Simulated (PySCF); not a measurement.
Telling isomers of C$_{8}$H$_{6}$N$_{2}$ apart by NMR

How the numbers were obtained: geometry from GFN2-xTB, shieldings: GIAO PBE0/pcSseg-1, in PySCF (isolated molecule, a single conformation, relativity neglected, fast rotation and ring inversion assumed for equivalent nuclei).

Shifts are taken against calculated references (same method and geometry level): $^{1}$H, $^{13}$C against TMS. Where no couplings were computed, multiplicities follow the n + 1 count of equivalent neighbours, and m marks all less simple cases (inequivalent or close neighbours, rings, F or P nearby). Shifts are as computed. Against solution values, carbons near 30 ppm lie about +3 ppm off and those near 130 ppm about +5 ppm. Of 1211 compounds with measured shifts, 218 miss one by over three times the rms of a fit or turn the order of signals round; such compounds aren't used in these exercises.

(1) Tabulate the signals of `C=C1C(C#N)=C1[C@@H](C)C#N`, `C#Cc1ccnnc1C=C`, `C=Nc1cccc(C#N)c1` and their relative energies.

(2) What is the quickest way to tell C=C1C(C#N)=C1[C@@H](C)C#N from C#Cc1ccnnc1C=C?

(3) What is the quickest way to tell C=C1C(C#N)=C1[C@@H](C)C#N from C=Nc1cccc(C#N)c1?

(4) What is the quickest way to tell C#Cc1ccnnc1C=C from C=Nc1cccc(C#N)c1?

Answers

(1) 
```tsv
SMILES	carbon types	δC	δH	E rel. (kcal/mol)
C=C1C(C#N)=C1[C@@H](C)C#N	5×C 1×CH 1×CH2 1×CH3	160.2, 123.7, 123.0, 119.3, 112.9, 74.3, 25.5, 18.2	4.75 (br s, 1H), 4.48 (br s, 1H), 3.67 (q, 1H), 1.86 (d, 3H)	71.2
C#Cc1ccnnc1C=C	3×C 4×CH 1×CH2	160.1, 152.4, 138.1, 134.3, 133.1, 121.9, 100.1, 84.2	9.41 (d, 1H), 8.06 (m, 1H), 7.73 (m, 1H), 7.49 (d, 1H), 6.24 (m, 1H), 3.41 (s, 1H)	57.9
C=Nc1cccc(C#N)c1	3×C 4×CH 1×CH2	157.9, 156.5, 136.0, 135.7, 134.3, 124.4, 124.0, 118.4	7.75 (m, 1H), 7.74 (s, 1H), 7.74 (d, 1H), 7.72 (m, 1H), 7.55 (d, 1H), 6.94 (d, 1H)	0.0
```

Energies are electronic energies at PBE0/pcSseg-1 on these geometries, without zero-point or thermal terms, each for the one conformer computed, which needn't be the lowest.

(2) Both give the same number of carbon signals, but DEPT or the intensities differ. The first has an allylic sp3 CH at 25.5 ppm, the second an aromatic CH next to a ring nitrogen at 152.4 ppm. Their most deshielded carbons lie at 160.2 and 160.1 ppm. In the proton spectra the most deshielded non-exchanging signals are 4.75 (br s, 1H) and 9.41 (d, 1H).

(3) Both give the same number of carbon signals, but DEPT or the intensities differ. The first has a terminal =CH2 carbon at 74.3 ppm, the second a C=N carbon (CH2) at 156.5 ppm. Their most deshielded carbons lie at 160.2 and 157.9 ppm. In the proton spectra the most deshielded non-exchanging signals are 4.75 (br s, 1H) and 7.75 (m, 1H).

(4) Both give the same number of carbon signals, with the same numbers of each carbon type, so the positions decide. The first has an alkyne carbon (C) at 84.2 ppm, the second a C=N carbon (CH2) at 156.5 ppm. Their most deshielded carbons lie at 160.1 and 157.9 ppm. In the proton spectra the most deshielded non-exchanging signals are 9.41 (d, 1H) and 7.75 (m, 1H).
